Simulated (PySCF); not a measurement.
Problem. Give a PBE0-D3(BJ)/def2-SVP geometry of `F[Si@H]1C=CSC1`.

Solution. 
```xyz
11
C3H5FSSi angstrom
F     -1.3443   -1.5220   -0.9412
Si    -0.4515   -0.7908    0.2129
C      1.2820   -0.4659   -0.3084
C      1.5125    0.8515   -0.4924
S      0.3106    2.0861   -0.2074
C     -1.0155    1.0063    0.4037
H     -0.6589   -1.6171    1.4326
H      2.0806   -1.1865   -0.4997
H      2.4717    1.2575   -0.8357
H     -1.9305    1.1935   -0.1795
H     -1.2223    1.2589    1.4552
```

Orientation and origin are arbitrary. Atoms count from 1 in this order. Si2 (fluorine-bound silicon) is distorted tetrahedral (angles from 98.1° to 117.5°). The 2 C–Si bonds span 1.839 Å (Si2–C3, drawn single) to 1.893 Å (Si2–C6, drawn single), a spread of 0.054 Å. The C–S distances run from 1.746 Å (C4–S5, drawn single) to 1.816 Å (S5–C6, drawn single), a spread of 0.070 Å. The 5-membered ring Si2–C3–C4–S5–C6 has internal angles of 97.9° to 123.4°; it is slightly puckered (a soft mode that the optimisation may not have finished), 0.04 Å rms from its mean plane, widest ring torsion 7°.

Bonds between heavy atoms (Å): F1–Si2 1.632, Si2–C3 1.839, C3=C4 1.350, C4–S5 1.746, S5–C6 1.816, Si2–C6 1.893.

Method: PBE0-D3(BJ)/def2-SVP geometry optimisation, gas phase in PySCF 2.14.0.

Point group: C1 (no symmetry element, even within 0.4 Å). Whether it is a minimum is left open (no frequencies).
